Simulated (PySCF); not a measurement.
iodine monochloride (ClI), singlet, at a GFN2-xTB geometry (all electrons, no relativity). Base run: HF/STO-3G run with PySCF.

Here is a job for PySCF.
```python
from pyscf import gto, scf

mol = gto.Mole()
mol.atom = '''
    Cl   -0.000000   -0.000000   -1.746255
    I     0.000000    0.000000    0.560119
'''
mol.basis = 'sto-3g'
mol.charge = 0
mol.spin = 0
mol.verbose = 5
mol.build()

mf = scf.RHF(mol)
mf.kernel()
mf.analyze()
```

Variants of this job, named by their change:

| change | basis functions | E (Eh) | HOMO (eV) | HOMO-LUMO gap (eV) | dipole (D) |
|---|---|---|---|---|---|
| base | 36 | -7305.26831 | -8.49 | 12.19 | 1.50 |
| basis = 3-21G | 44 | -7344.57939 | -10.65 | 10.49 | 2.20 |
| basis = 6-311G** | 88 | -7376.30822 | -10.61 | 10.57 | 1.44 |

Totals compare only among sets that treat the same electrons; sets with core potentials leave the core out.
